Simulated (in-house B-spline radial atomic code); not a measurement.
Radial electron density of Ru⁶⁺, [Kr] 4d2. Method: Dirac-Kohn-Sham BHandHLYP, spherical fractional occupations, Fermi nucleus of rms radius 4.4809 fm. Calculated with a B-spline radial code for spherical atoms.

Caution: exact exchange at fractional occupations of open shells leaves self-interaction of up to several eV.

Columns: r (bohr), 4πr²n(r) (electrons per bohr), bar.

```
 0.00121    1.389 #
 0.00147    1.962 #
 0.00179    2.771 ##
 0.00218    3.889 ##
 0.00265    5.401 ###
 0.00322    7.429 #####
 0.00392    10.14 ######
 0.00477    13.65 #########
  0.0058    18.05 ###########
 0.00706    23.45 ###############
 0.00858     29.7 ###################
  0.0104    36.48 #######################
  0.0127    43.62 ############################
  0.0154    49.81 ################################
  0.0188    54.48 ###################################
  0.0229    56.43 ####################################
  0.0278    55.45 ###################################
  0.0338    52.27 #################################
  0.0411    48.94 ###############################
    0.05    48.22 ###############################
  0.0609    52.19 #################################
   0.074    60.05 ######################################
    0.09    67.69 ###########################################
    0.11    69.32 ############################################
   0.133    62.64 ########################################
   0.162    51.41 #################################
   0.197    44.63 ############################
    0.24    47.11 ##############################
   0.292    53.42 ##################################
   0.355    52.68 #################################
   0.431    40.97 ##########################
   0.525    25.08 ################
   0.638    15.19 ##########
   0.777    12.92 ########
   0.945    12.81 ########
    1.15    10.28 #######
     1.4     5.98 ####
     1.7    2.518 ##
    2.07    0.754 
    2.52   0.1629 
    3.06  0.02484 
    3.72 0.002273 
    4.53 0.0001076
```

On this grid the curve has 3 maxima, near 0.0229, 0.11, 0.292 bohr.

The 4p1/2 radial function P(r) = rR(r), positive near the nucleus, with its small component Q(r) (sign convention: Q ≈ (P' + κP/r)/2c):

```tsv
r (bohr)	P	Q
0.000995	0.00138	0.005331
0.00147	0.002317	0.007606
0.00218	0.004039	0.01081
0.00322	0.007211	0.01516
0.00477	0.01324	0.02099
0.00706	0.02461	0.02837
0.0104	0.0454	0.03695
0.0154	0.08298	0.04583
0.0229	0.1464	0.05245
0.0338	0.2372	0.05244
0.05	0.3399	0.04115
0.074	0.3886	0.017
0.11	0.2619	-0.01256
0.162	-0.1054	-0.02882
0.24	-0.5295	-0.0192
0.355	-0.5009	0.005333
0.525	0.2172	0.01788
0.777	1.005	0.01048
1.15	1.017	-0.0001128
1.7	0.4542	-0.002087
2.52	0.07974	-0.0005593
3.72	0.003983	-3.438e-05
```
